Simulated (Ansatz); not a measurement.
`[OH][Mo]([F])([F])(=[S])[Cl]` and `[OH][Mo]([F])(=[S])([Cl])[Cl]` differ in one atom or group.

Ansatz, PBE0-D4/def2-TZVP geometries, multiplicity 1. Each molecule was computed in one conformer, which needn't be the lowest.

Elements past krypton have def2 core potentials.

```tsv
property	`[OH][Mo]([F])([F])(=[S])[Cl]`
HOMO–LUMO gap (PBE/def2-TZVPP) / eV	2.86
zero-point energy (PBE0-D4/def2-TZVP) / kJ/mol	55.9
HOMO energy (B3LYP/def2-TZVPP) / eV	-8.67
LUMO energy (ωB97M-V/def2-TZVPP) / eV	-1.89
HOMO energy (PBE0/def2-TZVPP) / eV	-8.92
LUMO energy (B3LYP/def2-TZVPP) / eV	-4.27
```

Question: What does the change do to each property? (Estimate.)

Answer: Ansatz gave: 
```json
{"property": "HOMO–LUMO gap (PBE/def2-TZVPP) / eV", "`[OH][Mo]([F])(=[S])([Cl])[Cl]`": "2.39", "shift": "-0.47"}
{"property": "zero-point energy (PBE0-D4/def2-TZVP) / kJ/mol", "`[OH][Mo]([F])(=[S])([Cl])[Cl]`": "52.8", "shift": "-3.1"}
{"property": "HOMO energy (B3LYP/def2-TZVPP) / eV", "`[OH][Mo]([F])(=[S])([Cl])[Cl]`": "-8.38", "shift": "0.29"}
{"property": "LUMO energy (ωB97M-V/def2-TZVPP) / eV", "`[OH][Mo]([F])(=[S])([Cl])[Cl]`": "-2.20", "shift": "-0.31"}
{"property": "HOMO energy (PBE0/def2-TZVPP) / eV", "`[OH][Mo]([F])(=[S])([Cl])[Cl]`": "-8.65", "shift": "0.27"}
{"property": "LUMO energy (B3LYP/def2-TZVPP) / eV", "`[OH][Mo]([F])(=[S])([Cl])[Cl]`": "-4.48", "shift": "-0.21"}
```

With PBE0 the HOMO rises by 0.27 eV and the LUMO falls by 0.24 eV, so the gap narrows by about 0.51 eV. PBE moves the HOMO by 0.28 eV and ωB97M-V by 0.26 eV.

B3LYP here is the variant with VWN-RPA as its local correlation; programs differ in this.
